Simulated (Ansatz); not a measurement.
`[SiH3]NCBCl` + `CO[SiH](O)F` → `CO[SiH](F)O[SiH3]` + `NCBCl`  (ligand exchange at the Si–N bond)

Calculated with Ansatz (gas phase, PBE0-D4/def2-TZVP geometries, no zero-point term in ΔE). CCSD(T)/CBS adds triple-zeta CCSD(T) − MP2 to the extrapolated MP2 energy (def2 sets, frozen cores). One conformer a species, not always the lowest.

```csv
species,CCSD/def2-TZVPP energy (Eh)
`[SiH3]NCBCl`,-870.48482
`CO[SiH](O)F`,-580.23448
`CO[SiH](F)O[SiH3]`,-870.52415
`NCBCl`,-580.22147
```

Question: Work out ΔE.

Answer: ΔE = (-870.52415) + (-580.22147) − (-870.48482) − (-580.23448) = -0.02632 Eh = -69.1 kJ/mol. CCSD(T)/CBS gives -67.9 kJ/mol.

Largest T1 diagnostic among the species: 0.011.

In def2-TZVPP, CCSD(T) changes the Hartree–Fock value by +14.3 kJ/mol (the triples alone add +2.1 kJ/mol) and MP2 by +15.1 kJ/mol.
